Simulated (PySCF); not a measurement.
C4H9 (SMILES C[C](C)C), doublet, at a GFN2-xTB geometry; R2SCAN/STO-3G run with PySCF.

The PySCF input:
```python
from pyscf import gto, scf, dft

mol = gto.Mole()
mol.atom = '''
    C     0.00023255   -0.00038654    0.11531580
    C    -0.00196340    1.47890203   -0.01633315
    C     1.28276078   -0.73724528   -0.01712977
    C    -1.28103607   -0.74176229   -0.00192288
    H     0.00533747    1.79203493   -1.06950692
    H    -0.89210208    1.91042643    0.44006010
    H     0.88040339    1.91391175    0.45231464
    H     1.56175249   -0.87942031   -1.07031343
    H     2.09754855   -0.19116268    0.45767582
    H     1.21315659   -1.72707524    0.43246307
    H    -1.56790184   -0.89216050   -1.05187077
    H    -1.20458862   -1.72845315    0.45367356
    H    -2.09356910   -0.19514891    0.47592392
'''
mol.basis = 'sto-3g'
mol.spin = 1
mol.verbose = 4
mol.build()

mf = dft.UKS(mol)
mf.xc = 'r2scan'
mf.grids.level = 2
mf.kernel()
mf.analyze()
```

Write the output that PySCF gives for this input, abridged.


```
PySCF version 2.14.0

[INPUT] verbose = 4
[INPUT] num. atoms = 13
[INPUT] num. electrons = 33
[INPUT] charge = 0
[INPUT] spin (= nelec alpha-beta = 2S) = 1
[INPUT] symmetry False subgroup None
[INPUT] Mole.unit = angstrom
[INPUT] Symbol           X                Y                Z      unit          X                Y                Z       unit  Magmom
[...]
nuclear repulsion = 125.979979223969
number of shells = 21
number of NR pGTOs = 87
number of NR cGTOs = 29
basis = sto-3g
ecp = {}

******** <class 'pyscf.dft.uks.UKS'> ********
method = UKS
initial guess = minao
damping factor = 0
level_shift factor = 0
DIIS = <class 'pyscf.scf.diis.CDIIS'>
diis_start_cycle = 1
diis_space = 8
diis_damp = 0
SCF conv_tol = 1e-09
SCF conv_tol_grad = None
SCF max_cycles = 50
direct_scf = True
direct_scf_tol = 1e-13
number electrons alpha = 17  beta = 16
XC library pyscf.dft.libxc version 7.1.2
    S. Lehtola, C. Steigemann, M. J. T. Oliveira, and M. A. L. Marques,  SoftwareX 7, 1–5 (2018)
XC functionals = r2scan
    J. W. Furness, A. D. Kaplan, J. Ning, J. P. Perdew, and J. Sun,  J. Phys. Chem. Lett. 11, 8208–8215 (2020)
    J. W. Furness, A. D. Kaplan, J. Ning, J. P. Perdew, and J. Sun,  J. Phys. Chem. Lett. 11, 9248–9248 (2020)
    J. W. Furness, A. D. Kaplan, J. Ning, J. P. Perdew, and J. Sun,  J. Phys. Chem. Lett. 11, 8208–8215 (2020)
    J. W. Furness, A. D. Kaplan, J. Ning, J. P. Perdew, and J. Sun,  J. Phys. Chem. Lett. 11, 9248–9248 (2020)
radial grids:
    Treutler-Ahlrichs [JCP 102, 346 (1995); DOI:10.1063/1.469408] (M4) radial grids

becke partition: Becke, JCP 88, 2547 (1988); DOI:10.1063/1.454033
pruning grids: <function nwchem_prune>
grids dens level: 2
symmetrized grids: False
atomic radii adjust function: <function treutler_atomic_radii_adjust>
small_rho_cutoff = 0
Set gradient conv threshold to 3.16228e-05
tot grids = 93184
init E= -155.848823315764

cycle= 1 E= -155.800480253868  delta_E= 0.0483  |g|= 0.147  |ddm|= 2.99
cycle= 2 E= -155.807602401105  delta_E= -0.00712  |g|= 0.125  |ddm|= 0.381
cycle= 3 E= -155.818251715912  delta_E= -0.0106  |g|= 0.00873  |ddm|= 0.184
cycle= 4 E= -155.818355989858  delta_E= -0.000104  |g|= 0.00328  |ddm|= 0.0245
cycle= 5 E= -155.818365419146  delta_E= -9.43e-06  |g|= 0.00171  |ddm|= 0.00766
cycle= 6 E= -155.818368007532  delta_E= -2.59e-06  |g|= 0.000255  |ddm|= 0.00355
cycle= 7 E= -155.818368088723  delta_E= -8.12e-08  |g|= 7.33e-05  |ddm|= 0.000668
[...]
converged SCF energy = -155.818368097648  <S^2> = 0.75604917  2S+1 = 2.00604
Total Energy =                        -155.818368097648374
[...]
spin_pop of  0 C 2px       0.02609
spin_pop of  0 C 2py       0.02609
spin_pop of  0 C 2pz       0.84040
spin_pop of  1 C 1s        0.00000
spin_pop of  1 C 2s       -0.01087
spin_pop of  1 C 2px      -0.00578
spin_pop of  1 C 2py      -0.03009
spin_pop of  1 C 2pz      -0.01805
spin_pop of  2 C 1s        0.00000
spin_pop of  2 C 2s       -0.01088
spin_pop of  2 C 2px      -0.02418
spin_pop of  2 C 2py      -0.01172
spin_pop of  2 C 2pz      -0.01808
spin_pop of  3 C 1s        0.00000
spin_pop of  3 C 2s       -0.01089
spin_pop of  3 C 2px      -0.02413
spin_pop of  3 C 2py      -0.01185
spin_pop of  3 C 2pz      -0.01804
spin_pop of  4 H 1s        0.05145
spin_pop of  5 H 1s        0.01306
spin_pop of  6 H 1s        0.01402
spin_pop of  7 H 1s        0.05156
spin_pop of  8 H 1s        0.01431
spin_pop of  9 H 1s        0.01282
spin_pop of  10 H 1s        0.05168
spin_pop of  11 H 1s        0.01312
spin_pop of  12 H 1s        0.01403
 ** Mulliken Spin Density (per atom)  **
spin density of  0 C =      0.95850
spin density of  1 C =     -0.06478
spin density of  2 C =     -0.06486
spin density of  3 C =     -0.06491
spin density of  4 H =      0.05145
spin density of  5 H =      0.01306
spin density of  6 H =      0.01402
spin density of  7 H =      0.05156
spin density of  8 H =      0.01431
spin density of  9 H =      0.01282
spin density of  10 H =      0.05168
spin density of  11 H =      0.01312
spin density of  12 H =      0.01403
 ** Mulliken pop alpha/beta on meta-lowdin orthogonal AOs **
 ** Mulliken pop       alpha | beta **
[...]
In total            17.00000 | 16.00000
 ** Mulliken atomic charges   ( Nelec_alpha | Nelec_beta ) **
charge of  0C =      0.02263  (     3.46794      2.50944 )
charge of  1C =     -0.15389  (     3.04456      3.10934 )
charge of  2C =     -0.15383  (     3.04449      3.10934 )
charge of  3C =     -0.15374  (     3.04442      3.10932 )
charge of  4H =      0.04810  (     0.50167      0.45023 )
charge of  5H =      0.04905  (     0.48200      0.46895 )
charge of  6H =      0.04905  (     0.48249      0.46846 )
charge of  7H =      0.04813  (     0.50172      0.45016 )
charge of  8H =      0.04908  (     0.48262      0.46831 )
charge of  9H =      0.04907  (     0.48187      0.46906 )
charge of  10H =      0.04816  (     0.50176      0.45008 )
charge of  11H =      0.04909  (     0.48201      0.46890 )
charge of  12H =      0.04911  (     0.48246      0.46843 )
Dipole moment(X, Y, Z, Debye): -0.00073,  0.00001, -0.17206
```
